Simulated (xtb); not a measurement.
Al(CF3)(OH)2 (CH2AlF3O2), SMILES [OH][Al]([OH])[C](F)(F)F. All values are semi-empirical tight-binding results from xtb (GFN2-xTB unless named), good for trends rather than for accurate numbers. Geometry: GFN2-xTB. The structure was generated by enumeration; whether it is a known compound was not checked. The values are those of a single conformer.

For metal compounds this method's bond lengths and energies can be far off.

Computed properties:
The orbital gap is 4.06 eV. The zero-point energy is 23.9 kcal/mol and the G − E(el) at 298.15 K (modified RRHO) is 1.6 kcal/mol.
